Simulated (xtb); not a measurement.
Si(NH2)(SiH3) (H5NSi2), SMILES N[Si][SiH3] (connectivity only; charge and spin as stated), neutral, multiplicity 1. All values are semi-empirical tight-binding results from xtb (GFN2-xTB unless named), good for trends rather than for accurate numbers. Coordinates come from a GFN2-xTB optimisation. Other conformers were not sampled.

Optimised geometry:

Bonded distances (Å): Si1–N2 1.720, Si1–Si5 2.288, N2–H3 1.006, N2–H4 1.010, Si5–H6 1.476, Si5–H7 1.477, Si5–H8 1.477. Bond angles (°): N2–Si1–Si5 106.7, Si1–N2–H3 122.4, Si1–N2–H4 126.9, H3–N2–H4 110.7, Si1–Si5–H6 132.6, Si1–Si5–H7 105.2, Si1–Si5–H8 105.2, H6–Si5–H7 103.3, H6–Si5–H8 103.3, H7–Si5–H8 104.6.

Computed properties:
```yaml
point_group_as_xtb_finds_it: Cs
orbital_gap: 2.06 eV
dipole_moment: 2.39 D
zero_point_energy: 30.3 kcal/mol
G − E(el) at 298.15 K (modified RRHO): 12.1 kcal/mol
static polarisability (D4 model): 74.4 bohr³
solvation energy, GFN2-xTB/ALPB(water): -3.7 kcal/mol
solvation energy, GFN2-xTB/ALPB(toluene): -1.8 kcal/mol
```

Computed atomic charges and the Wiberg bond orders between heavy atoms:
charges (e) Si1 0.30, N2 -0.41, H3 0.14, H4 0.15, Si5 0.33, H6 -0.12, H7 -0.19, H8 -0.19. Bond orders Si1–N2 1.27, Si1–Si5 1.13.
